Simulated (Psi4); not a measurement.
Psi4 input (wB97X-D/6-311+G**):

```
memory 1500 MB

molecule {
0 1
Al   -0.00000000   -0.00000000   -0.06497500
O    -0.00000000   -0.00000000   -1.66227600
F     0.00000000    0.00000000    1.57143200
symmetry c1
no_reorient
no_com
}

set {
  basis 6-311+G**
  reference rks
  scf_type pk
  dft_radial_points 99
  dft_spherical_points 590
  e_convergence 1e-8
  d_convergence 1e-7
  maxiter 150
}

e = energy('wb97x-d')
print_out(f'\nFINAL {e:.10f} DIPOLE {variable("CURRENT DIPOLE")[0]:.6f} {variable("CURRENT DIPOLE")[1]:.6f} {variable("CURRENT DIPOLE")[2]:.6f}\n')
```

From the output:

```
       1A    -56.228275     2A    -24.834429     3A    -19.204124
       4A     -4.307402     5A     -2.847979     6A     -2.847979
       7A     -2.842358     8A     -1.315791     9A     -0.978927
      10A     -0.610817    11A     -0.561948    12A     -0.561948
      13A     -0.415244    14A     -0.370537    15A     -0.370537

    Virtual:

      16A     -0.049232    17A      0.032431    18A      0.032431
      19A      0.064677    20A      0.088828    21A      0.088828
      22A      0.092427    23A      0.181351    24A      0.257276
      25A      0.257276    26A      0.276200    27A      0.276200
      28A      0.280753    29A      0.328523    30A      0.362302
      31A      0.362302    32A      0.371601    33A      0.430953
      34A      0.492699    35A      0.514572    36A      0.514572
      37A      0.635840    38A      0.656502    39A      0.656502
      40A      0.819634    41A      0.819634    42A      0.944371
      43A      1.096295    44A      1.203027    45A      1.203027
      46A      1.300378    47A      1.380113    48A      1.380113
      49A      1.489175    50A      1.730971    51A      2.086830
      52A      2.963964    53A      2.963966    54A      3.069819
      55A      3.069819    56A      3.533965    57A      3.833178
      58A      3.833180    59A      3.900139    60A      3.900139
      61A      4.043959    62A      4.713018    63A      5.130320
      64A      5.130320    65A      5.407880    66A      6.374458
      67A      6.374458    68A      6.454885    69A      8.036141
      70A      8.036141    71A      8.516087    72A     50.042278
      73A     66.914902    74A    120.559889

    Final Occupation by Irrep:
              A
    DOCC [    15 ]
    NA   [    15 ]
    NB   [    15 ]

  @RKS Final Energy:  -417.53715808533570

   => Energetics <=

    Nuclear Repulsion Energy =             84.0721819453748935
    One-Electron Energy =                -748.0501185176835861
    Two-Electron Energy =                 273.5057359998148740
    DFT Exchange-Correlation Energy =     -27.0647819520193522
    Empirical Dispersion Energy =          -0.0001755608226010
    VV10 Nonlocal Energy =                  0.0000000000000000
    Total Energy =                       -417.5371580853357045

Computation Completed

Properties will be evaluated at   0.000000,   0.000000,   0.000000 [a0]

Properties computed using the SCF density matrix

 Multipole Moments:

 ------------------------------------------------------------------------------------
     Multipole            Electronic (a.u.)      Nuclear  (a.u.)        Total (a.u.)
 ------------------------------------------------------------------------------------

 L = 1.  Multiply by 2.5417464519 to convert [e a0] to [Debye]
 Dipole X            :         -0.0000000            0.0000000           -0.0000000
 Dipole Y            :          0.0000000            0.0000000            0.0000000
 Dipole Z            :          1.3293167            0.0000094            1.3293261
 Magnitude           :                                                    1.3293261

 ------------------------------------------------------------------------------------

FINAL -417.5371580853 DIPOLE -0.000000 0.000000 1.329326

*** Psi4 exiting successfully. Buy a developer a beer!
```

The geometry given is a B3LYP-D3(BJ)/def2-TZVP minimum.
